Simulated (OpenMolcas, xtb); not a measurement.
# A ladder of methods for C2H7Ga (SMILES [CH3][GaH][CH3])

C2H7Ga has 10 atoms, charge 0, and is taken as a singlet. As SMILES, `[CH3][GaH][CH3]`. Geometry: relaxed at PBE0-D4/def2-TZVP.

```tsv
atom	x (Å)	y (Å)	z (Å)
C	-1.0634	1.1428	-0.7118
Ga	0.6490	0.2661	-0.2813
C	0.6815	-1.3215	0.8869
H	-1.5337	0.6142	-1.5482
H	-0.9354	2.1838	-1.0115
H	-1.7597	1.0952	0.1286
H	1.9973	0.8365	-0.8726
H	0.6877	-0.9940	1.9323
H	1.5693	-1.9359	0.7305
H	-0.2096	-1.9383	0.7501
```

Quantity: the vertical ionisation energy (to the doublet cation), in eV. The values are calculated.

```csv
level,kind,program,value (eV),CPU time (all runs)
GFN2-xTB,semi-empirical,xtb,13.57,under 2 s
HF/def2-SVP,Hartree–Fock,OpenMolcas,9.70,27 s
SVWN5/def2-SVP,LDA,OpenMolcas,9.84,86 s
PBE/def2-SVP,GGA,OpenMolcas,9.55,2.4 min
TPSS/def2-SVP,meta-GGA,OpenMolcas,9.76,3.1 min
B3LYP/def2-SVP,global hybrid,OpenMolcas,9.72,97 s
M06-2X/def2-SVP,hybrid meta-GGA,OpenMolcas,9.93,2.3 min
```

All-electron rows without a relativistic Hamiltonian named are non-relativistic. The values span 9.55 to 13.57 eV. The xTB values lack the empirical shift that such differences need. CPU times are rough (shared hosts, several kinds of processor): they show what a rung costs within a factor of a few.
